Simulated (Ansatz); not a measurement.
GeF, multiplicity 2 (the spin of the measured ground state), most abundant isotopes (18.9984 and 73.9212 u). Constants from fifth-degree fits in 1/R to seven points on the lowest solution found; no spin–orbit coupling, no relativity up to Kr; ω_e x_e and α_e move by some per cent with the fit.

Correlated levels freeze the inner cores; with def2 sets outer-core shells near the valence are correlated too.

The values were computed with Ansatz (a first-principles code) with Gaussian orbitals. Values without a source in brackets are computed.

Total energies (hartree; each atom in its lowest state at that level) and vibrational constants (cm⁻¹):

```
level               E(GeF) at r_e        E(F)         E(Ge)  ω_e  ω_e x_e
------------------  -------------  ----------  ------------  ---  -------
PBE/def2-TZVPP       -2176.477181  -99.669123  -2076.601766  632      3.1
B3LYP/def2-TZVPP     -2176.931434  -99.770147  -2076.965140  648      3.1
wB97M-V/def2-TZVPP   -2176.747843  -99.745271  -2076.805905  668      3.1
CCSD(T)/def2-QZVPP   -2175.647715  -99.651180  -2075.801618  676      3.0
```

Q: Work out D_e and D₀ in eV.

A: 
D_e = E(F) + E(Ge) − E(molecule), times 27.2114 eV; D₀ = D_e − (ω_e/2 − ω_e x_e/4)/8065.54.
- PBE/def2-TZVPP: D_e = 5.613, zero point 0.039, D₀ = 5.574 eV
- B3LYP/def2-TZVPP: D_e = 5.337, zero point 0.040, D₀ = 5.297 eV
- wB97M-V/def2-TZVPP: D_e = 5.352, zero point 0.041, D₀ = 5.310 eV
- CCSD(T)/def2-QZVPP: D_e = 5.304, zero point 0.042, D₀ = 5.262 eV
No counterpoise correction is made.
